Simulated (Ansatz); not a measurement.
Compare A (`BC/C(C)=C\F`) with its isomer B (`C=C(C)B(C)F`).

Program: Ansatz. Geometries: PBE0-D4/def2-TZVP. ΔE: electronic, gas phase. CBS: MP2 limit from def2 TZ/QZ plus the TZ coupled-cluster correction, frozen cores. Functionals use def2-TZVPP. B3LYP here is the variant with VWN-RPA as its local correlation; programs differ in this. Each species was taken in one conformer, which may not be the lowest.

A:

```xyz
14

B    -0.4217   -1.5597    0.0926
C    -0.5396   -0.5498   -1.0978
C    -0.0513    0.4217   -0.0633
C     1.3953    0.8014   -0.0475
C    -0.8590    0.8714    0.9054
F    -2.1732    0.6613    0.9057
H     0.6434   -2.0212    0.3840
H    -1.3930   -1.8470    0.7233
H    -1.5474   -0.3394   -1.4471
H     0.1707   -0.6346   -1.9169
H     2.0275   -0.0826   -0.1501
H     1.6126    1.4626   -0.8918
H     1.6738    1.3189    0.8725
H    -0.5382    1.4970    1.7312
```

B:

Z-matrix (Å, degrees):
```
C
C 1 1.500
H 1 1.094 2 111.2
H 1 1.094 2 111.2 3 118.3
H 1 1.092 2 111.8 3 -120.9
B 2 1.562 1 119.8 3 -59.0
C 2 1.336 1 121.5 3 120.9
C 6 1.562 2 124.2 1 0.5
F 6 1.337 2 117.5 1 -179.7
H 7 1.088 2 122.1 1 0.0
H 7 1.085 2 121.1 1 -180.0
H 8 1.096 6 110.2 2 59.4
H 8 1.096 6 110.6 2 -56.6
H 8 1.091 6 113.2 2 -178.8
```

Q: Which is lower in electronic energy at CCSD(T)/CBS, and by how much? (Best estimate.)

A: Ansatz gave: B, by 66.9 kcal/mol.

Q: Give E(B) − E(A) in kcal/mol with MP2/def2-TZVPP, B3LYP, HF/def2-TZVPP, PBE0-D4, r2SCAN-D4, B2PLYP, CCSD(T)/def2-TZVPP. (Estimate.)

A: Ansatz gave: MP2/def2-TZVPP -66.1, B3LYP -67.5, HF/def2-TZVPP -72.3, PBE0-D4 -63.8, r2SCAN-D4 -64.7, B2PLYP -67.4, CCSD(T)/def2-TZVPP -66.5. None reverses the order clearly.

Largest T1 diagnostic: 0.011.

From PBE to PBE0 (25 % exact exchange), in def2-TZVPP and without D4, E(B) − E(A) moves by −1.7 kcal/mol. In def2-TZVPP, CCSD(T) changes the Hartree–Fock value by +5.9 kcal/mol (the triples alone add +1.3 kcal/mol) and MP2 by +6.3 kcal/mol.
